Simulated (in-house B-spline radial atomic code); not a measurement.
**The oxygen ion O⁺: [He] 2s1 2p3 5g1 (an excited or competing configuration)**

Level of theory: Dirac-Hartree-Fock, average of configuration, Fermi nucleus of rms radius 2.6991 fm; calculated with a B-spline radial code for spherical atoms.

Effective charges: Z_r = [3n² - l(l+1)]/(2<r>) from the radius, Z_e = n√(-2ε) from the energy, and Slater's rules. Values are occupation-weighted means over j.

```json
{"shell": "1s", "electrons": "2", "ε (eV)": "-603.13", "<r> (bohr)": "0.1984", "Z_r": "7.56", "Z_e": "6.66", "Slater": "7.70"}
{"shell": "2s", "electrons": "1", "ε (eV)": "-67.89", "<r> (bohr)": "1.027", "Z_r": "5.84", "Z_e": "4.47", "Slater": "5.25"}
{"shell": "2p", "electrons": "3", "ε (eV)": "-50.055", "<r> (bohr)": "1.005", "Z_r": "4.98", "Z_e": "3.84", "Slater": "5.25"}
{"shell": "5g", "electrons": "1", "ε (eV)": "-2.1769", "<r> (bohr)": "13.75", "Z_r": "2.00", "Z_e": "2.00", "Slater": "-"}
```

The least bound orbital is 5g9/2 at -2.177 eV, and it is also the most diffuse (<r> = 13.75 bohr).

Spin-orbit splittings of the orbital energies (j = l + 1/2 above j = l - 1/2 when positive): 2p 0.0498 eV, 5g 4.632e-06 eV.

For the 1s electron the small component carries 0.0778 % of the norm, the zero-frequency Breit interaction raises the level by 0.1773 eV, self-energy by 0.06458 eV, and vacuum polarisation lowers it by 0.003158 eV.
